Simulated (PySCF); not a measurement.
A GIAO shielding run with PySCF 2.14.0 with density-fitted response routines (density fitting, non-relativistic, gas phase) on `FCC[Si@H]([SiH3])C[SiH3]`, C3H13FSi3:

```
$ OMP_NUM_THREADS=1 python probes_run.py task.json out

{"job": {"kind": "nmr", "xc": "PBE0", "basis": "pcSseg-1"}, "charge": 0, "multiplicity": 1}
F     -2.610089     0.093346    -0.753853
C     -2.344024    -1.062145    -0.047342
C     -1.530880    -0.754656     1.192054
Si     0.087077     0.208634     0.797093
Si    -0.345917     2.312575    -0.065966
C      1.115482    -0.883151    -0.385549
Si     2.888007    -0.274838    -0.685257
H     -3.318000    -1.507666     0.186963
H     -1.797628    -1.719774    -0.731079
H     -2.143393    -0.171297     1.879880
H     -1.313364    -1.701224     1.685736
H      0.791021     0.215681     2.098375
H     -0.426343     2.325373    -1.528614
H     -1.589274     2.895853     0.443957
H      0.730403     3.243531     0.299017
H      0.606601    -0.939787    -1.349239
H      1.155125    -1.904994    -0.004357
H      3.621234    -0.254457     0.581232
H      3.569386    -1.182988    -1.614626
H      2.849429     1.072660    -1.255996
```

Hardware: 1 thread of an AMD EPYC, shared host. The job also computes population analyses, field gradients.

(1) How large is the calculation?

(2) How long does it take, and how much memory does it need?

## Answers

(1) 82 electrons, 205 basis functions and 1135 auxiliary functions.

(2) 76 s of wall time, with 12 SCF cycles and 4 response iterations; peak memory 0.92 GiB. Times on a shared host scatter by some tens of per cent.
